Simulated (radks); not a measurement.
Question: Isoelectronic series with 47 electrons, all held in the configuration [Kr] 4d10 5s1, which need not be the ground one along the series. Method: scalar-relativistic Kohn-Sham, r2SCAN, spin-unpolarised, spherical densities, finite nucleus; meta-GGA in the generalised Kohn-Sham scheme; Fermi nuclear charge, rms radius of each element as measured or else 0.836 A^(1/3) + 0.57 fm; computed with a radial shooting solver on a logarithmic mesh with Libxc functionals. Total energies (hartree) and mean radii <r> (bohr):

| ion | E (hartree) | 5s | 4d |
|---|---|---|---|
| Ag | -5316.66211 | 3.163 | 1.410 |
| Te5+ | -6789.66831 | 1.814 | 0.9514 |
| La10+ | -8468.5896 | 1.373 | 0.7493 |
| Sm15+ | -10358.8248 | 1.120 | 0.6244 |
| Ho20+ | -12467.5392 | 0.9493 | 0.5373 |
| Ir30+ | -17376.7124 | 0.7283 | 0.4217 |
| Pb35+ | -20199.9011 | 0.6513 | 0.3811 |

Estimate the row of Hf25+.

Answer: E (hartree) -14803.3558; 5s 0.8246; 4d 0.4724.
